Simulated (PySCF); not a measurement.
Gas-phase XPS of `[NH3+][GaH3-]`, computed

Compound: GaH6N.
Geometry (PBE0-D3(BJ)/def2-SVP, Å), atoms numbered from 1 in this order:
```xyz
8
GaH6N angstrom
N     -1.014   -0.121    0.017
Ga     1.122    0.142   -0.030
H     -1.452    0.481    0.714
H     -1.256   -1.085    0.244
H     -1.431    0.097   -0.888
H      1.163    1.636   -0.552
H      1.468   -1.012   -1.058
H      1.419   -0.119    1.503
```

Method: delta-SCF UKS SCAN, pcX-2 on the ionised atom, pcseg-1 elsewhere, spin-free X2C in PySCF 2.14.0. Binding energies are ΔSCF values: E(core-ionised, relaxed orbitals) − E(ground state) at a fixed geometry, referred to the vacuum level.

Q: List the computed XPS lines with their assignment.

A: 
| atom(s) | bonded to | level | binding energy (eV) | count |
| --- | --- | --- | --- | --- |
| N1 | 3 H and Ga | N 1s | 407.44 | 1 |

Q: Which photon energy gives electrons from N 1s of N1 a kinetic energy of 100 eV, and what is their de Broglie wavelength?

A: hν = 407.44 + 100 = 507.44 eV, recoil neglected; λ = 12.264 Å/√(E/eV) = 1.23 Å.

Q: Which photon wavelength matches the N 1s of N1 threshold?

A: λ = hc/E = 12398.42 eV Å / 407.44 eV = 30.430 Å.

No level of gallium is listed. Isolated species at its PBE0-D3(BJ)/def2-SVP geometry, gas phase.
